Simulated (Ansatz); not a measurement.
The molecule BeF, multiplicity 2 (lowest of 2S+1 = 2, 4 at CCSD(T)/def2-TZVPP on PBE0 minima; our sources give no spin for the ground state, which may be another).

D_e counts from the fitted minimum to each atom's lowest state at the same level, without counterpoise.

Correlated levels freeze the inner cores; with def2 sets outer-core shells near the valence are correlated too.

Run with Ansatz (a quantum-chemistry and plane-wave program). 

PBE/def2-TZVPP gives 142.80 kcal/mol for the bond energy D_e.

Predict the shift from PBE, with its sign, for: r2SCAN/def2-TZVPP, PBE0/def2-TZVPP, wB97M-V/def2-TZVPP, B2PLYP/def2-TZVPP, CCSD(T)/def2-QZVPP.

r2SCAN/def2-TZVPP -0.55; PBE0/def2-TZVPP -6.20; wB97M-V/def2-TZVPP -10.48; B2PLYP/def2-TZVPP -6.15; CCSD(T)/def2-QZVPP -8.89 kcal/mol. 0 of 5 lie above PBE; the widest gap is to wB97M-V/def2-TZVPP.
